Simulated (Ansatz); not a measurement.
Two members of one family (InP nanocrystals, H-capped), computed with Ansatz in the gas phase; def2 core potentials for In, no spin–orbit coupling. Binding counts from free atoms in the multiplicity of their measured ground term, without zero-point energy. The structures are stationary points that may keep the symmetry of their start.

First: In12P12H30, cut from wurtzite (singlet, charge 0, PBE-D4/def2-SVP geometry).

Cartesian coordinates in Å:
```
In 0.588 4.359 -2.353
P -0.440 2.968 -4.394
In 1.515 3.725 1.350
P -0.169 3.285 3.328
P 0.543 2.426 -0.596
In -1.852 1.713 0.033
In -1.123 0.465 -4.189
P -2.648 0.423 -2.107
In -1.053 0.899 4.010
P -1.790 -0.142 1.822
In -4.174 -0.887 2.582
In -3.393 -2.035 -1.837
P -4.933 -1.978 0.260
P 3.475 2.200 2.231
In 2.172 0.516 -1.178
P 0.980 -0.658 -3.199
In 3.234 -0.377 2.720
P 1.292 -0.203 4.492
P 2.104 -1.301 0.649
In -0.238 -2.137 1.320
In 0.397 -3.162 -2.978
P -1.193 -3.052 -0.946
In 3.775 -3.254 0.191
P 2.569 -4.209 -1.999
H -0.648 5.518 -1.953
H 2.237 4.661 -2.823
H -1.575 3.635 -4.956
H 0.400 3.047 -5.551
H 1.999 5.396 1.304
H -1.342 4.027 2.983
H 0.196 4.044 4.487
H -2.913 3.044 0.423
H -1.769 -0.239 -5.643
H -3.839 1.089 -2.548
H -2.011 0.980 5.460
H -5.184 0.522 2.748
H -4.028 -2.240 3.668
H -4.090 -2.796 -3.238
H -6.178 -1.431 -0.188
H -5.388 -3.323 0.443
H 4.197 2.855 3.282
H 4.490 2.290 1.227
H 3.781 1.052 -1.592
H 1.921 -0.626 -4.282
H 4.683 -1.012 3.444
H 1.799 0.215 5.766
H 0.996 -1.557 4.848
H -0.228 -3.364 2.563
H -0.217 -3.948 -4.404
H -1.529 -4.425 -0.707
H 5.276 -2.595 -0.396
H 3.539 -4.496 1.389
H 3.484 -4.301 -3.096
H 2.302 -5.610 -1.874
```

```json
{"level": "PBE-D4/def2-SVP", "HOMO (eV)": "-5.56", "LUMO (eV)": "-2.12", "gap (eV)": "3.44", "binding per atom (eV)": "2.55"}
{"level": "PBE0-D4/def2-SVP", "HOMO (eV)": "-6.50", "LUMO (eV)": "-1.42", "gap (eV)": "5.08", "binding per atom (eV)": "2.55"}
```

Second: In13P13H30, cut from zinc blende (singlet, charge 0, PBE-D4/def2-SVP geometry).

```xyz
56

In   -2.107   -2.275   -1.115
In   -4.223    1.601   -0.690
In   -4.890   -1.460    2.221
In   -0.511   -1.763    2.737
In   -2.670    2.099    3.055
In   -1.395    0.744   -4.287
In    0.479   -3.087   -4.606
In    2.040   -2.537   -0.508
In    2.639    0.490   -3.696
In    0.101    1.152   -0.195
In    1.925    1.809    3.727
In    4.408    1.057    0.570
In    3.836   -2.010    3.496
P    -4.149   -0.910   -0.263
P    -1.536   -1.702   -3.586
P    -3.533    1.834   -3.215
P    -0.117   -1.321    0.224
P    -2.067    2.343    0.545
P    -2.683   -0.439    3.274
P     1.564   -0.707    3.893
P    -0.442    2.825    4.243
P     0.495    1.566   -2.713
P     2.273   -1.942   -3.028
P     3.906   -1.418    0.914
P     4.501    1.328   -2.042
P     2.097    2.081    1.153
H    -2.364   -3.983   -0.910
H    -5.628    2.559   -0.341
H    -4.817   -3.185    2.419
H    -6.182   -0.359    2.610
H    -0.679   -3.443    3.157
H    -4.002    3.081    3.583
H    -1.220    1.223   -5.947
H     0.298   -4.735   -4.085
H     0.752   -2.461   -6.209
H     2.015   -4.260   -0.269
H     3.006    0.955   -5.329
H     3.162    2.628    4.630
H     5.763    1.840    1.324
H     3.497   -3.709    3.635
H     5.089   -1.070    4.257
H    -5.241   -1.379   -1.068
H    -2.683   -2.155   -4.320
H    -4.653    1.390   -3.990
H    -3.596    3.216   -3.595
H    -1.899    3.744    0.290
H    -2.856   -0.614    4.688
H     1.302   -0.877    5.295
H    -0.659    2.671    5.651
H    -0.349    4.256    4.238
H     0.613    2.982   -2.905
H     3.516   -2.547   -3.414
H     5.116   -2.033    0.445
H     5.732    0.736   -2.473
H     4.838    2.684   -2.362
H     2.184    3.487    0.887
```

Task: What does the change do? Estimate second minus first.

Result: 
```csv
level,Δ HOMO (eV),Δ LUMO (eV),Δ gap (eV),Δ binding per atom (eV)
PBE-D4/def2-SVP,-0.21,-0.39,-0.18,0.03
PBE0-D4/def2-SVP,-0.23,-0.39,-0.16,0.03
```
